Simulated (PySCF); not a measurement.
# Where the electron goes

Species: C₅H₆N₄.
Geometry (GFN2-xTB, Å), atoms numbered from 1 in this order:
```
atom  x, y, z in Å
C1    -2.279    0.168    0.512
C2    -1.418   -0.652   -0.443
N3    -0.051   -0.217   -0.389
N4     0.408    0.749   -1.147
C5     1.670    0.897   -0.788
C6     1.935   -0.040    0.232
C7     3.140   -0.258    0.918
N8     4.141   -0.404    1.455
N9     0.807   -0.723    0.448
H10   -1.923    0.053    1.533
H11   -2.243    1.221    0.242
H12   -3.310   -0.170    0.459
H13   -1.760   -0.526   -1.472
H14   -1.438   -1.708   -0.167
H15    2.316    1.618   -1.241
```

Computed, not measured: TDDFT PBE0/def2-SVPD, vertical, gas phase, core orbitals frozen in the response in PySCF 2.14.0, density-fitted response routines.

Kohn–Sham orbitals with the atoms that hold most of them (Löwdin shares over 4%, at most four atoms; ? is withheld):

| orbital | ε (eV) | atoms |
| --- | --- | --- |
| HOMO-3 | -9.75 | N8 28%, N9 24%, C7 20%, C6 9% |
| HOMO-2 | -9.20 | N4 46%, N9 31%, C5 6%, N3 5% |
| HOMO-1 | -9.16 | N9 30%, N4 29%, C5 16%, N3 10% |
| HOMO | ? | ? |
| LUMO | -1.29 | ? |
| LUMO+1 | -0.36 | N4 29%, C5 29%, C6 9%, N3 8% |
| LUMO+2 | 0.43 | N8 23%, C7 21%, C1 10%, C6 9% |

Q: Which atoms hold the HOMO, and with what shares?

A: C6 (bonded to 2 C and N) 20%; N3 (bonded to C and 2 N) 19%; N8 (bonded to C) 16%; C5 (bonded to C, N and H) 15%. By element: nitrogen 36% or more, carbon 35% or more.

Q: Which atoms hold the LUMO, and with what shares?

A: N9 (bonded to C and N) 29%; N3 (bonded to C and 2 N) 17%; C6 (bonded to 2 C and N) 14%; N8 (bonded to C) 13%. By element: nitrogen 59% or more, carbon 14% or more.

Q: What is the HOMO energy, and the HOMO–LUMO gap?

A: ε(HOMO) = -8.16 eV; the gap is 6.87 eV (0.2524 hartree).

Q: The HOMO–LUMO gap is 6.87 eV. Where does the response calculation put the lowest singlet, and from which orbitals?

A: S1 is at 6.10 eV (f = 0.313), 0.77 eV below the gap, made of HOMO→LUMO (90%). 

Q: One configuration dominates each of S1, S2 and S6. Which, and how do the shares of the two leading atoms of either orbital change from the occupied to the empty one?

A: 
- S1 (6.10 eV, f 0.313), HOMO→LUMO (90%): C6 20% → 14%, N3 19% → 17%, N9 at most 16% → 29%
- S2 (6.14 eV, f 0.0005), HOMO-2→LUMO (89%): N4 46% → at most 14%, N9 31% → 29%, N3 5% → 17%
- S6 (7.09 eV, f 0.0052), HOMO-2→LUMO+1 (87%): N4 46% → 29%, N9 31% → at most 8%, C5 6% → 29%

On one thread of an Arm Neoverse V1, shared host, this took 47 s and 0.87 GiB of memory at its peak.

One conformer stands for the species.
